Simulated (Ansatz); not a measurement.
H5B2N, SMILES `BBN` (charge 0, multiplicity 1).

All values below come from frozen-core CCSD(T)/cc-pVQZ // PBE0-D3(BJ)/def2-TZVP (Ansatz, a quantum-chemistry and plane-wave program).

Ansatz 0.2 input:
```yaml
crystal:
  periodic: [false, false, false]
  atoms:
    - { symbol: B, position_ang: [1.390143, -0.215073, 0.020022] }
    - { symbol: B, position_ang: [-0.144846, 0.396552, 0.212755] }
    - { symbol: N, position_ang: [-1.356849, -0.133273, -0.216605] }
    - { symbol: H, position_ang: [2.090968, 0.095237, -0.904608] }
    - { symbol: H, position_ang: [1.91013, -0.911024, 0.84926] }
    - { symbol: H, position_ang: [-0.204712, 1.44764, 0.80994] }
    - { symbol: H, position_ang: [-1.445093, -0.998185, -0.721804] }
    - { symbol: H, position_ang: [-2.239742, 0.318125, -0.048962] }
basis:
  gaussian: { orbitals: cc-pVQZ }
correlation:
  method: ccsd_t
```

Output:

```
Functional definition: HF
1842 factors; integrals over basis functions are off by at most 9.6e-4 eV
mean field evaluation 1: about -2902.8839 eV, gradient 3.3e1 eV
mean field evaluation 2: about -2902.8840 eV, gradient 3.3e1 eV
mean field evaluation 4: about -2905.5136 eV, gradient 3.2e0 eV
mean field evaluation 8: about -2905.5519 eV, gradient 1.4e-1 eV
mean field evaluation 16: about -2905.5509 eV, gradient 5.7e-1 eV
mean field -2905.55212785 eV, -106.7770712446 hartree, gradient 2.9e-6 eV, S^2 0.000000; 0 other end points of the search recorded, 0 dependent functions left out
3 core orbitals not correlated
reference -2905.55212785 eV, -106.7770712446 hartree; 8, 8 occupied and 304, 304 virtual orbitals, 1842 factors
second order -12.12403513 eV of doubles, -0.00000000 eV of singles
cycle   1  -12.57817770 eV  change   -4.5e-1 eV  update   7.2e-2
cycle   2  -12.90877652 eV  change   -3.3e-1 eV  update   2.2e-2
cycle   3  -12.96338439 eV  change   -5.5e-2 eV  update   1.1e-2
cycle   4  -12.95504710 eV  change    8.3e-3 eV  update   3.4e-3
cycle   5  -12.95568769 eV  change   -6.4e-4 eV  update   1.7e-3
cycle   6  -12.95560685 eV  change    8.1e-5 eV  update   4.9e-4
cycle   7  -12.95544649 eV  change    1.6e-4 eV  update   1.8e-4
cycle   8  -12.95548699 eV  change   -4.1e-5 eV  update   9.4e-5
cycle   9  -12.95550922 eV  change   -2.2e-5 eV  update   4.4e-5
cycle  10  -12.95548275 eV  change    2.6e-5 eV  update   1.8e-5
cycle  11  -12.95549577 eV  change   -1.3e-5 eV  update   6.8e-6
perturbative correction -0.47872495 eV, -0.0175928173 hartree
Total energy: -2918.98634857 eV, -107.2707697499 hartree
```
